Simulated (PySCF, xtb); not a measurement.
C₃H₆AlFO, SMILES C=C[CH2][Al]([OH])[F].

GFN2-xTB (xtb) at its own geometry gives an orbital gap of 3.62 eV and a dipole moment of 2.28 D.

The structure is a stationary point at B3LYP-D3(BJ)/def2-SVP. One conformer was computed; it need not be the lowest.

Question: What does PySCF with PBE/def2-TZVP give? (An estimate is asked for; the answer gives what the named calculation found.)

Answer: gap 4.51 eV (levels -5.92 and -1.40 eV), dipole 0.91 D.
